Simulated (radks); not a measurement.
Values are calculated unless marked as measured or tabulated.
Q: Tm LIII, configuration [Ne] 3s2 3p5. Code: a radial shooting solver on a logarithmic mesh with Libxc functionals. Model: Dirac Kohn-Sham, PBE, spin-unpolarised, spherical densities, finite nucleus; open shells fill j = l - 1/2 first; Fermi nuclear charge, rms radius 5.2256 fm.

Spin-orbit splittings of the eigenvalues, e(l+1/2) - e(l-1/2), with zeta = 2 splitting/(2l+1) and mean radii in bohr:

shell  occ.  splitting (eV)  zeta (eV)  <r> j=l-1/2  <r> j=l+1/2
2p        6           999.0      666.0      0.06935      0.07650
3p        5           255.3      170.2       0.1925       0.2034
3d        0               ?          ?       0.1750       0.1784

Estimate the 3d splitting.

A: 60.52 eV (zeta = 24.21 eV).
